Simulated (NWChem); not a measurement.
Species: C6H4; SMILES C#C/C=C/C#C

```xyz
10

C     -0.1284     3.0832     0.0000
C      0.1257     1.8818     0.0000
C      0.4604     0.5067     0.0000
C     -0.4604    -0.5067     0.0000
C     -0.1257    -1.8818     0.0000
C      0.1284    -3.0832     0.0000
H     -0.3616     4.1387     0.0000
H      1.5345     0.2498     0.0000
H     -1.5345    -0.2498     0.0000
H      0.3616    -4.1387     0.0000
```
Atoms are numbered in this order, from 1.

Level: PBE-D3(BJ)/def2-SVP (NWChem), optimised geometry, unscaled harmonic frequencies. 

Task: List the harmonic frequencies with IR intensities, and the thermochemistry.

Result: 
```csv
frequency (cm⁻¹),IR intensity (km/mol)
117,1.5
123,1.1
236,0.0
357,0.0
495,10.1
512,0.0
521,5.5
616,0.0
617,73.8
649,0.0
650,78.2
828,0.0
921,36.4
1011,0.0
1049,12.3
1225,1.1
1251,0.0
1604,0.0
2125,0.0
2153,0.2
3084,0.0
3091,5.9
3407,206.7
3407,0.0
```

| Item | Value |
|---|---|
| zero-point energy | 42.9 kcal/mol |
| thermal correction to the enthalpy at 298.15 K (with zero-point energy) | 47.6 kcal/mol |
| heat capacity Cv | 22.9 cal/(mol K) |
| entropy at 298.15 K and 1 atm (symmetry number 2) | 76.4 cal/(mol K) |
| dipole moment | 0.00 D |

Rigid rotor and harmonic oscillator.
